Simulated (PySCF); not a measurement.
CH₅O, charge +1, singlet, at a GFN2-xTB geometry; CCSD/3-21G (PySCF).

PySCF was given this input:
```python
from pyscf import gto, scf, cc

mol = gto.Mole()
mol.atom = '''
    C    -0.019277    0.751129    0.000910
    O    -0.019451   -0.710029    0.073094
    H    -1.053935    1.084796    0.062118
    H     0.899563   -1.056043    0.066199
    H     0.525466    1.124354    0.866679
    H     0.439888    1.112447   -0.918223
    H    -0.539715   -1.092092   -0.666982
'''
mol.basis = '3-21g'
mol.charge = 1
mol.spin = 0
mol.verbose = 4
mol.build()

mf = scf.RHF(mol)
mf.kernel()

mycc = cc.CCSD(mf)
mycc.kernel()
print('E(CCSD) = %.10f' % mycc.e_tot)
```

It wrote (shortened):

```
PySCF version 2.14.0

[INPUT] verbose = 4
[INPUT] num. atoms = 7
[INPUT] num. electrons = 18
[INPUT] charge = 1
[INPUT] spin (= nelec alpha-beta = 2S) = 0
[INPUT] symmetry False subgroup None
[INPUT] Mole.unit = angstrom
[INPUT] Symbol           X                Y                Z      unit          X                Y                Z       unit  Magmom
[INPUT]  1 C     -0.019277000000   0.751129000000   0.000910000000 AA   -0.036428250503   1.419428094218   0.001719650773 Bohr   0.0
[INPUT]  2 O     -0.019451000000  -0.710029000000   0.073094000000 AA   -0.036757062849  -1.341760350499   0.138127641349 Bohr   0.0
[INPUT]  3 H     -1.053935000000   1.084796000000   0.062118000000 AA   -1.991648503093   2.049967341024   0.117386007406 Bohr   0.0
[INPUT]  4 H      0.899563000000  -1.056043000000   0.066199000000 AA    1.699927701792  -1.995632045764   0.125097979720 Bohr   0.0
[INPUT]  5 H      0.525466000000   1.124354000000   0.866679000000 AA    0.992986827771   2.124721127059   1.637785947912 Bohr   0.0
[INPUT]  6 H      0.439888000000   1.112447000000  -0.918223000000 AA    0.831267845483   2.102220158094  -1.735189991277 Bohr   0.0
[INPUT]  7 H     -0.539715000000  -1.092092000000  -0.666982000000 AA   -1.019913535320  -2.063754782829  -1.260413310015 Bohr   0.0

nuclear repulsion = 46.4113158976957
number of shells = 20
number of NR pGTOs = 45
number of NR cGTOs = 28
basis = 3-21g
ecp = {}

******** <class 'pyscf.scf.hf.RHF'> ********
method = RHF
initial guess = minao
damping factor = 0
level_shift factor = 0
DIIS = <class 'pyscf.scf.diis.CDIIS'>
diis_start_cycle = 1
diis_space = 8
diis_damp = 0
SCF conv_tol = 1e-09
SCF conv_tol_grad = None
SCF max_cycles = 50
direct_scf = True
direct_scf_tol = 1e-13
Set gradient conv threshold to 3.16228e-05
Initial guess from minao.
init E= -115.104161129028
  HOMO = -0.397498211016208  LUMO = 0.102466703244771  gap/eV = 13.60474
cycle= 1 E= -114.665748287298  delta_E= 0.438  |g|= 0.372  |ddm|= 1.95
  HOMO = -0.828992325635695  LUMO = -0.0917569577685455  gap/eV = 20.06120
cycle= 2 E= -114.709197301729  delta_E= -0.0434  |g|= 0.124  |ddm|= 0.515
  HOMO = -0.780349874544587  LUMO = -0.0570054697915325  gap/eV = 19.68320
cycle= 3 E= -114.712384754421  delta_E= -0.00319  |g|= 0.0261  |ddm|= 0.0866
  HOMO = -0.786187793539882  LUMO = -0.0541331859010663  gap/eV = 19.92022
cycle= 4 E= -114.712647644258  delta_E= -0.000263  |g|= 0.00671  |ddm|= 0.0373
  HOMO = -0.786337994014045  LUMO = -0.0533239242956878  gap/eV = 19.94633
cycle= 5 E= -114.712663671628  delta_E= -1.6e-05  |g|= 0.00263  |ddm|= 0.0076
  HOMO = -0.786408339015289  LUMO = -0.0533578700993851  gap/eV = 19.94732
cycle= 6 E= -114.712666603387  delta_E= -2.93e-06  |g|= 0.000442  |ddm|= 0.00405
  HOMO = -0.786449478178671  LUMO = -0.0533112494062822  gap/eV = 19.94971
cycle= 7 E= -114.712666722568  delta_E= -1.19e-07  |g|= 7.26e-05  |ddm|= 0.000941
  HOMO = -0.786454141294811  LUMO = -0.0533136617132492  gap/eV = 19.94977
cycle= 8 E= -114.712666726255  delta_E= -3.69e-09  |g|= 9e-06  |ddm|= 0.000188
  HOMO = -0.786453037752394  LUMO = -0.0533140072129541  gap/eV = 19.94973
cycle= 9 E= -114.712666726312  delta_E= -5.7e-11  |g|= 1.83e-06  |ddm|= 1.87e-05
  HOMO = -0.786453096232425  LUMO = -0.053314189641954  gap/eV = 19.94973
Extra cycle  E= -114.712666726314  delta_E= -2.39e-12  |g|= 7.72e-07  |ddm|= 2.82e-06
converged SCF energy = -114.712666726314

******** <class 'pyscf.cc.ccsd.CCSD'> ********
CC2 = 0
CCSD nocc = 9, nmo = 28
max_cycle = 50
direct = 0
conv_tol = 1e-07
conv_tol_normt = 1e-05
diis_space = 6
diis_start_cycle = 0
diis_start_energy_diff = 1e+09
Init t2, MP2 energy = -114.928199997584  E_corr(MP2) -0.215533271269553
Init E_corr(CCSD) = -0.215533271269806
cycle = 1  E_corr(CCSD) = -0.227198181832798  dE = -0.0116649106  norm(t1,t2) = 0.0363268
cycle = 2  E_corr(CCSD) = -0.233686854315459  dE = -0.00648867248  norm(t1,t2) = 0.0127952
cycle = 3  E_corr(CCSD) = -0.236569559964153  dE = -0.00288270565  norm(t1,t2) = 0.00517633
cycle = 4  E_corr(CCSD) = -0.236784153297645  dE = -0.000214593333  norm(t1,t2) = 0.000829862
cycle = 5  E_corr(CCSD) = -0.236760526661485  dE = 2.36266362e-05  norm(t1,t2) = 0.000316225
cycle = 6  E_corr(CCSD) = -0.236756183428996  dE = 4.34323249e-06  norm(t1,t2) = 7.80917e-05
cycle = 7  E_corr(CCSD) = -0.236758753253743  dE = -2.56982475e-06  norm(t1,t2) = 2.66575e-05
cycle = 8  E_corr(CCSD) = -0.236758385019365  dE = 3.68234377e-07  norm(t1,t2) = 8.47882e-06
cycle = 9  E_corr(CCSD) = -0.236758228291061  dE = 1.56728304e-07  norm(t1,t2) = 2.4166e-06
cycle = 10  E_corr(CCSD) = -0.23675814608687  dE = 8.22041907e-08  norm(t1,t2) = 5.34752e-07
CCSD converged
E(CCSD) = -114.9494248724009  E_corr = -0.2367581460868704
E(CCSD) = -114.9494248724
```
